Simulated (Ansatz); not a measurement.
**Which method gave which barrier?**

Saddle point of BH$_{2}$BrF$_{2}$, closed shell (BHF₂ ([F][BH][F]) + HBr → BBrF₂ ([F][B]([F])[Br]) + H₂; bonds formed: B1–Br6, H2–H5; bonds broken: B1–H2, H5–Br6), PBE0-D4/def2-TZVP structure:

```tsv
atom	x (Å)	y (Å)	z (Å)
B1	-0.2791	-0.3705	0.0368
H2	-0.7579	0.7335	-0.5013
F3	-0.1412	-1.3208	-0.8697
F4	-0.8236	-0.5991	1.2180
H5	0.2287	0.9659	-0.2591
Br6	1.7729	0.5910	0.3753
```

Computed with Ansatz 0.2.0 (basis: def2-TZVPP, with def2-QZVPP for the basis limit); correlated methods freeze the cores. Filled d shells of the heavier atoms are correlated. The def2 sets are not built for correlating such inner shells, so the correlated values are less sure here. Extrapolation: Hartree–Fock as exp(−7.88 √X), correlation as X^−2.97. Four methods, as single points on the PBE0-D4 structures, gave these electronic barriers from the start structure: 11.41, 21.83, 33.17, 46.44 kcal/mol.

(1) The methods were, in alphabetical order, BHLYP-D4, HF, r2SCAN-D4, SPW92. Which gave which? (Judge from chemistry; the calculation decides.)

The T1 diagnostic stays at or below 0.011. The start structure is not quite a true minimum (one mode of 50i cm⁻¹).

## Answers

(1) The calculation gives: SPW92 11.41; r2SCAN-D4 21.83; BHLYP-D4 33.17; HF 46.44 kcal/mol. For comparison, CCSD(T) at an estimated basis limit (MP2 extrapolated from triple and quadruple zeta, plus CCSD(T) − MP2 in triple zeta) gives 30.35 kcal/mol.

Labels in which every atom is bracketed show which atoms are joined, not bond orders.

For scale, one of the runs: CCSD(T)/def2-TZVPP, 169 basis functions, launched by `ansatz run in.yaml --threads 4 --pin off --events-out ev --progress --plain --max-ram 9574MiB`. The run took 37 s on 4 CPU threads of an Arm Neoverse V2 (shared host), with 1.6 GiB of host memory at its peak.
